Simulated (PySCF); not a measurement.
**Circular dichroism: `C1[C@H]2C=COC[C@H]2C1`, C7H10O**

Geometry (Å), atoms numbered from 1 in this order:
```xyz
18

C     2.176    0.114   -0.366
C     1.467   -0.961   -0.041
C     0.107   -0.829    0.553
C    -1.150   -1.168   -0.280
C    -1.780    0.152    0.194
C    -0.397    0.622    0.674
C     0.311    1.511   -0.344
O     1.722    1.394   -0.318
H     3.200    0.072   -0.708
H     1.894   -1.945   -0.134
H     0.081   -1.347    1.515
H    -0.947   -1.180   -1.349
H    -1.676   -2.080   -0.007
H    -2.255    0.767   -0.568
H    -2.477    0.010    1.018
H    -0.346    1.065    1.669
H    -0.036    1.243   -1.352
H     0.098    2.569   -0.169
```

Theory: TDDFT wB97X-D/def2-SVPD circular dichroism and optical rotation, one conformer, gas phase (PySCF). Geometry: GFN2-xTB.

States above about 8.2 eV lie in this functional's continuum (it starts at minus the energy of the highest occupied orbital, well below the true ionisation energy for most functionals) and depend on the basis.

(1) Assign R or S to each stereocentre.

(2) List the lowest 8 singlet excitations with oscillator and rotatory strengths.

Answers

(1) C3 R, C6 S.

(2) Rotatory strengths R in 10⁻⁴⁰ esu² cm², velocity form and length form (origin at the centre of mass); f in length form.
| state | E (eV) | λ (nm) | f | R (velocity) | R (length) | main |
| --- | --- | --- | --- | --- | --- | --- |
| 1 | 6.46 | 192 | 0.033 | -29.7 | -20.9 | HOMO→LUMO 0.56, HOMO→LUMO+2 0.24 |
| 2 | 6.60 | 188 | 0.179 | -12.1 | -12.5 | HOMO→LUMO+1 0.75, HOMO→LUMO 0.12 |
| 3 | 7.27 | 171 | 0.022 | +25.5 | +23.4 | HOMO→LUMO+3 0.81 |
| 4 | 7.46 | 166 | 0.011 | +5.5 | +5.0 | HOMO→LUMO+2 0.35, HOMO→LUMO+5 0.31 |
| 5 | 7.59 | 163 | 0.006 | +11.1 | +7.6 | HOMO→LUMO+5 0.45, HOMO→LUMO+2 0.21 |
| 6 | 7.63 | 163 | 0.008 | -4.0 | -4.0 | HOMO→LUMO+4 0.70, HOMO→LUMO+6 0.11 |
| 7 | 8.17 | 152 | 0.016 | +9.7 | +9.9 | HOMO−1→LUMO+1 0.70, HOMO−2→LUMO+1 0.09 |
| 8 | 8.25 | 150 | 0.019 | -11.5 | -11.9 | HOMO−2→LUMO+1 0.49, HOMO−3→LUMO+1 0.15 |

Among the states computed, the strongest CD band (largest |R|) is state 1. The largest dissymmetry factor in size, g = 4R/(D+G), with D and G the electric and magnetic dipole strengths, is +0.017 for state 5 (velocity form, f = 0.007), among bands with |R| over 0.5. The mirror image has the same energies and oscillator strengths and all R with the opposite sign.
